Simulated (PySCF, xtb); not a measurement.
CaCl, SMILES [Ca+][Cl], charge +1.

GFN2-xTB (xtb) at its own geometry gives an orbital gap of 1.80 eV.

The structure is a stationary point at PBE-D3(BJ)/def2-TZVPD. The spin state was assumed, not searched.

Problem. What does PySCF with ωB97X/def2-TZVPD give? (The exact figures need the calculation; the answer reports its results.)

Solution. gap 10.15 eV (levels -15.32 and -5.17 eV).
